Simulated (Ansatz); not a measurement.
Diatomic As2, closed-shell singlet (the spin of the measured ground state). No spin–orbit coupling. As is treated without relativity.

```tsv
level	bond energy D_e (kJ/mol)
SVWN5/def2-TZVPP	513.4
PBE/def2-TZVPP	412.9
r2SCAN/def2-TZVPP	379.2
B97M-V/def2-TZVPP	385.0
B3LYP/def2-TZVPP	390.1
PBE0/def2-TZVPP	362.7
BHLYP/def2-TZVPP	331.3
CAM-B3LYP/def2-TZVPP	364.7
wB97X-V/def2-TZVPP	388.1
wB97M-V/def2-TZVPP	360.0
B2PLYP/def2-TZVPP	390.7
CCSD/def2-TZVPP	313.9
CCSD/def2-QZVPP	330.2
CCSD(T)/def2-TZVPP	353.3
CCSD(T)/def2-QZVPP	374.4
CCSD(T)/CBS(def2-TZVPP, def2-QZVPP)	389.7
```

The rows run from 313.9 (CCSD/def2-TZVPP) to 513.4 kJ/mol (SVWN5/def2-TZVPP). From def2-TZVPP to def2-QZVPP CCSD(T) changes by 21.1. The 11 functionals in def2-TZVPP without D3 or D4 span 182.1, from BHLYP to SVWN5.

D_e counts from the fitted minimum to each atom's lowest state at the same level, without counterpoise. The singlet is restricted.

Correlated levels freeze the inner cores; with def2 sets outer-core shells near the valence are correlated too. CBS: X⁻³ extrapolation of the correlation energy, Hartree–Fock from the larger set.

Doubts at one or more of the structures used: a restricted determinant that unrestricted orbitals would lower (CCSD/def2-TZVPP, CCSD/def2-QZVPP, CCSD(T)/def2-TZVPP, CCSD(T)/def2-QZVPP, CCSD(T)/CBS(def2-TZVPP, def2-QZVPP)).

Codes used: Ansatz (Gaussian basis) for Hartree–Fock, density functionals and correlated methods. Each number belongs to the level named beside it.

Ansatz is a program for electronic structure.
